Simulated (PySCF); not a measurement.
A calculated (UHF, PySCF 2.14, x2c-SVPall, scalar relativity by spin-free X2C-1e) atom or ion has these occupied shells.

| shell | electrons | orbital energy (eV) | rms radius, mean of both spins (bohr) |
| --- | --- | --- | --- |
| 1s β | 1 | -22240.7 | 0.0384 |
| 1s α | 1 | -22240.7 | 0.0384 |
| 2s α | 1 | -3283.6 | 0.158 |
| 2s β | 1 | -3282.8 | 0.158 |
| 2p α | 3 | -2937.0 | 0.140 |
| 2p β | 3 | -2936.3 | 0.140 |
| 3s α | 1 | -618.51 | 0.428 |
| 3s β | 1 | -618.11 | 0.428 |
| 3p α | 3 | -501.17 | 0.433 |
| 3p β | 3 | -500.69 | 0.433 |
| 3d α | 5 | -312.39 | 0.418 |
| 3d β | 5 | -311.32 | 0.418 |
| 4s α | 1 | -103.25 | 1.09 |
| 4s β | 1 | -98.639 | 1.09 |
| 4p α | 3 | -68.752 | 1.22 |
| 4p β | 3 | -62.785 | 1.22 |
| 4d α | 5 | -18.966 | 1.78 |
| 4d β | 2 | -16.614 | 1.78 |

Q: Name the element and its charge.

A: Ru⁺ (ruthenium, charge +1), in [Kr] 4d7, high-spin 4F determinant.
